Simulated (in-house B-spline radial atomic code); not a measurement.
Computed with a B-spline radial atomic code. Model: two electrons, singlet ground state, non-relativistic, full CI in B-splines with partial waves to l = 8 (at full coupling up to 3e-4 hartree above the limit, correlation up to 0.6 % small), density held at that of full coupling by Lieb maximisation.

Along the adiabatic connection the electron repulsion is scaled by a coupling λ while a local potential keeps the density fixed. At λ = 0 the system is the Kohn-Sham one and W equals the exchange energy; the exchange-correlation energy is the area under W between 0 and 1. The kinetic energy rises with λ as the electrons avoid each other, with dT/dλ = −λ dW/dλ.

Command:
```bash
python run_ac.py task.json out
```
Settings (lengths in bohr, energies in hartree):
```
potential              gauss
strength               0.377
lmax                   8
second                 8.62
```

Cost of the run: 55 s on 1 thread of Intel(R) Xeon(R) Processor @ 2.30GHz, with other jobs on the host.

**W = mean repulsion less Hartree energy, and W of three functionals.**

Given: confinement Gaussian well; well depth 0.377 hartree; well width 8.62 bohr; external potential -V exp(-r^2/w^2).

Computed: LDA exchange minus exact 26.426 millihartree; SCAN exchange minus exact 0.5548 millihartree.

| coupling | W xc (hartree) | W xc minus exchange (millihartree) | kinetic minus Kohn-Sham (millihartree) | LDA (PW92) W minus its exchange (millihartree) | PBE W minus its exchange (millihartree) | SCAN W minus its exchange (millihartree) |
| --- | --- | --- | --- | --- | --- | --- |
| 0 | -0.18261 | 0 | 0 | 0 | 0 | 0 |
| 0.02 | -0.18456 | -1.948 | 0.02 | -8.01 | -3.09 | -1.83 |
| 0.05 | -0.1873 | -4.69 | 0.11 | -15.13 | -7 | -4.35 |
| 0.12 | -0.19295 | -10.344 | 0.59 | -26.27 | -14.32 | -9.52 |
| 0.25 | -0.20126 | -18.648 | 2.1 | -39.54 | -24.3 | -17.25 |
| 0.4 | ? | ? | ? | ? | ? | ? |
| 0.6 | -0.21511 | -32.506 | 7.72 | -59.33 | -40.83 | -31.1 |
| 0.8 | -0.22 | -37.395 | 11.12 | -66.3 | -46.96 | -36.37 |
| 1 | -0.2237 | -41.095 | 14.43 | -71.69 | -51.8 | -40.49 |
| 1.4 | -0.22897 | -46.362 | 20.68 | -79.67 | -59.05 | -46.51 |
| 2 | ? | ? | ? | ? | ? | ? |
| 3 | -0.23902 | -56.414 | 41.42 | -96.26 | -74.45 | -57.76 |
| 4.5 | -0.24328 | -60.677 | 57.1 | -103.98 | -81.71 | -61.93 |
| 7 | -0.24717 | -64.558 | 78.91 | -111.42 | -88.77 | -65.14 |

**Question.** What belongs in the row 0.4?

**Answer.** W xc (hartree): -0.20833; W xc minus exchange (millihartree): -25.726; kinetic minus Kohn-Sham (millihartree): 4.37; LDA (PW92) W minus its exchange (millihartree): -49.77; PBE W minus its exchange (millihartree): -32.66; SCAN W minus its exchange (millihartree): -24.14.

**Question.** What belongs in the row 2?

**Answer.** W xc (hartree): -0.23401; W xc minus exchange (millihartree): -51.407; kinetic minus Kohn-Sham (millihartree): 29.14; LDA (PW92) W minus its exchange (millihartree): -87.74; PBE W minus its exchange (millihartree): -66.5; SCAN W minus its exchange (millihartree): -52.29.

**Question.** What is the PBE exchange minus exact?

**Answer.** 7.6046 millihartree.

**Energy parts, natural occupations and partial-wave weights.**

Computed: exchange energy -0.18261 hartree; correlation energy -0.026661 hartree; initial slope twice GL2 -0.099817 hartree; kinetic part over minus potential part 0.35124; Hartree energy 0.36521 hartree; Kohn-Sham kinetic 0.078675 hartree; Lieb Oxford ratio E_xc over LDA exchange 1.3399.

```json
{"natural": "s", "occupation of the shell (electrons)": "1.8004"}
{"natural": "p", "occupation of the shell (electrons)": "0.18456"}
{"natural": "s", "occupation of the shell (electrons)": "0.013935"}
{"natural": "d", "occupation of the shell (electrons)": "?"}
{"natural": "p", "occupation of the shell (electrons)": "0.0002662"}
{"natural": "f", "occupation of the shell (electrons)": "8.1318e-05"}
```

**Question.** What belongs in the row d?

**Answer.** occupation of the shell (electrons): 0.00066172.

```json
{"wave": "s", "weight": "0.90718"}
{"wave": "p", "weight": "0.092417"}
{"wave": "d", "weight": "0.00034641"}
{"wave": "f", "weight": "?"}
{"wave": "g", "weight": "1.0004e-05"}
```

**Question.** What belongs in the row f?

**Answer.** weight: 4.5089e-05.

**Question.** What is the total energy?

**Answer.** -0.3006 hartree.

**Question.** What is the kinetic part of the DFT correlation energy?

**Answer.** 0.014434 hartree.

Half-way to full coupling W has made 71 % of its drop, against 50 % for a straight line, and second-order (GL2) theory, half the initial slope, overshoots the correlation energy by about 87 %: correlation is strong. Over couplings 0 to 1 the errors in E_xc come to about +2.8 millihartree for LDA, +0.4 millihartree for PBE, +1.7 millihartree for SCAN, so PBE is nearest. In LDA and PBE the errors of exchange and correlation have opposite signs, so the sum is smaller than the larger of the two.
